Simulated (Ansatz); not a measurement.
H3ClSi, singlet, at a GFN2-xTB geometry, atoms displaced at random by about 0.1 Å a coordinate. Base run: Ansatz (a first-principles code) with PBE/def2-SV(P).

The Ansatz input:
Ansatz 0.2 input:
```yaml
crystal:
  periodic: [false, false, false]
  atoms:
    - {symbol: Si, position_ang: [-0.93914058, -0.05909830, 0.09076726]}
    - {symbol: Cl, position_ang: [0.97461320, 0.16226633, 0.14223307]}
    - {symbol: H, position_ang: [-1.23561501, -1.02080931, -1.23537998]}
    - {symbol: H, position_ang: [-1.54128465, 1.26673486, -0.44303158]}
    - {symbol: H, position_ang: [-1.43383658, -0.13891852, 1.19373071]}
basis:
  gaussian:
    orbitals: def2-SV_P_.json
hamiltonian:
  xc: pbe
relax: {}
```
The basis file holds def2-SV(P) in the JSON format of the Basis Set Exchange.

Each row names what was changed in the base input (with any setting that the change needs).

| change | ΔE vs base (kcal/mol) | optimiser steps |
|---|---|---|
| base | 0.000 | 5 |
| relax = f_tol: 0.1 | 0.007 | 4 |
| relax = max_displacement: 0.02 | 0.000 | 18 |
| relax = f_tol: 0.05 | 0.000 | 5 |
| relax = max_displacement: 0.5 | 0.000 | 5 |
| relax = f_tol: 0.0005 | 0.000 | 6 |
| relax = escape_saddle: false | 0.000 | 5 |
